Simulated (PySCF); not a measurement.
**LaOCl at several levels of theory**

Computed with PySCF 2.14.0 (density fitting, no spin-orbit coupling) at the geometry relaxed with PBE0:

```xyz
3
LaOCl (singlet)
La    0.2927    0.0000   -0.4754
O     1.8661    0.0000    0.6423
Cl   -1.9758    0.0000    0.9077
```

```
 level                                               basis    state  HOMO (eV)  gap (eV)  charge on La1 (e)  population of f-type functions on La1 (core shells left out)  dipole about the centre of mass (D)  largest force component (eV/Å)
  PBE0     La def2-SVP with ECP46, O def2-SVP, Cl def2-SVP  singlet      -6.83      4.73               0.82                                                          0.16                                 7.80                            0.01
revPBE                                            the same  singlet      -5.45      2.82               0.70                                                          0.15                                 7.26                            0.78
  PBE0  La def2-TZVP with ECP46, O def2-TZVP, Cl def2-TZVP  singlet      -6.89      4.76               1.13                                                          0.14                                 8.04                            0.45
```

Charges are Mulliken's, which hang on the basis. The relaxation used the grid (50, 194), these runs (75, 302) or, all-electron (x2c bases, spin-free X2C Hamiltonian), (99, 590).

**Question.** What does CAM-B3LYP with La def2-SVP with ECP46, O def2-SVP, Cl def2-SVP give here?

**Answer.** state singlet, HOMO (eV) -8.09, gap (eV) 6.54, charge on La1 (e) 0.80, population of f-type functions on La1 (core shells left out) 0.17, dipole about the centre of mass (D) 8.01, largest force component (eV/Å) 0.11. Time: 16 s on 2 threads of Intel(R) Xeon(R) Processor @ 2.50GHz (Skylake/Cascade Lake), with other jobs on the host, from an already converged density.

In the first row's basis the gap widens with exact exchange: 2.8 eV for revPBE (none); 4.7 eV for PBE0 (a fixed share); 6.5 eV for CAM-B3LYP (rising or full at long range).
